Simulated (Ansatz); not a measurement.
Two structures of BAsH6S, singlet, reached by relaxing down either side of one saddle point (PBE0-D4/def2-TZVP). Energies are electronic, without zero-point energy. Ansatz 0.2.0; basis: def2-TZVPP and def2-QZVPP; cores frozen in the correlated methods. Filled d shells of the heavier atoms are correlated. The def2 sets are not built for correlating such inner shells, so the correlated values are less sure here. Extrapolation: Hartree–Fock as exp(−7.88 √X), correlation as X^−2.97. First:

B1  (-0.638, 0.134, -0.885)
S2  (0.655, 1.395, -1.404)
H3  (-0.650, -0.915, -1.469)
H4  (-1.707, 0.650, -0.699)
H5  (0.113, 0.812, 1.998)
As6  (-0.026, -0.370, 1.079)
H7  (1.606, 0.543, -1.819)
H8  (-0.726, -1.334, 2.018)
H9  (1.373, -0.915, 1.181)
(Å)

Second:

B1  (-0.714, -0.339, -0.625)
S2  (0.451, 1.210, -0.960)
H3  (-0.457, -1.034, -1.575)
H4  (-1.805, 0.171, -0.689)
H5  (0.368, 1.882, 0.205)
As6  (-0.362, -1.271, 1.179)
H7  (1.667, 0.719, -0.650)
H8  (-0.312, -0.010, 2.042)
H9  (1.162, -1.328, 1.074)
(Å)

**Question.** Which bonds change from the first to the second?

**Answer.** BH₃S ([BH2][SH]) + AsH₃ → BAsH₄ ([BH2][AsH2]) + H₂S; bonds formed: S2–H5; bonds broken: H5–As6.

**Question.** Give the saddle point's structure and its height above each. (An estimate is asked for; the value comes from the calculation.)

**Answer.** By the calculation: 25.91 kcal/mol above the first and 17.69 kcal/mol above the second (CCSD(T) at an estimated basis limit (MP2 extrapolated from triple and quadruple zeta, plus CCSD(T) − MP2 in triple zeta)).
```tsv
atom	x (Å)	y (Å)	z (Å)
B1	-0.6297	-0.1736	-0.6724
S2	0.4357	1.5584	-0.9496
H3	-0.2504	-0.9655	-1.4795
H4	-1.7569	0.2226	-0.6698
H5	0.2420	0.5511	0.2258
As6	-0.3576	-1.1114	1.2326
H7	1.6228	0.9858	-1.2090
H8	-0.4692	0.0715	2.1870
H9	1.1631	-1.1390	1.3347
```

T1 diagnostic: at most 0.012.

Labels in which every atom is bracketed show which atoms are joined, not bond orders.

For scale, one of the runs: CCSD(T)/def2-TZVPP, 205 basis functions, launched by `ansatz run in.yaml --threads 4 --pin off --events-out ev --progress --plain --max-ram 9574MiB`. The run took 63 s on 4 CPU threads of an Arm Neoverse V1 (shared host), with 2.5 GiB of host memory at its peak.
